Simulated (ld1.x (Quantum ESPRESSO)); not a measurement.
## Configuration tests for molybdenum (RRKJ)

ld1.x (Quantum ESPRESSO) 7.5 input, shortened:

```
&input
   title='Mo', zed=42., rel=1, dft='PBE', iswitch=3,
   config='[Kr] 4d5 5s1 5p0'
 /
 &inputp
   pseudotype=2, tm=.false., rho0=0.02, lloc=2,
   nlcc=.false.
 /
3
4S  1  0   2.00   0.00  1.55  1.55  0.0
4P  2  1   6.00   0.00  1.95  1.95  0.0
4D  3  2   5.00   0.00  1.80  1.80  0.0
 &test
   configts(1)='4s2 4p6 4d5 5s1 5p0'
 /
```

Occupied shells without a wave of their own: 5s. They enter only through the test configuration that unscreens the potential.

Energies are relative to the spin-unpolarised reference configuration 4s2 4p6 4d5 5s1 5p0; without spin polarisation the order of configurations can differ from experiment.

| valence configuration | charge | ΔE all-electron (eV) | error AE − PS (meV) |
| --- | --- | --- | --- |
| 4s2 4p6 4d5 5s0 5p0 | +1 | 6.890 | +7.0 |
| 4s2 4p6 4d4 5s0 5p0 | +2 | 22.352 | +10 |
| 4s2 4p5 4d5 5s1 5p0 | +1 | 43.967 | -46 |
| 4s1 4p6 4d5 5s1 5p0 | +1 | 70.200 | -25 |
| 4s2 4p6 4d5.5 5s0.5 5p0 | 0 | 0.280 | +2.2 |

What are ΔE and the potential's error for 4s2 4p6 4d5 5s0.5 5p0?

ΔE = 2.727 eV all-electron; the error (AE − PS) is +3.3 meV.

What are ΔE and the potential's error for 4s2 4p6 4d3 5s0 5p0?

ΔE = 49.096 eV all-electron; the error (AE − PS) is +16 meV.
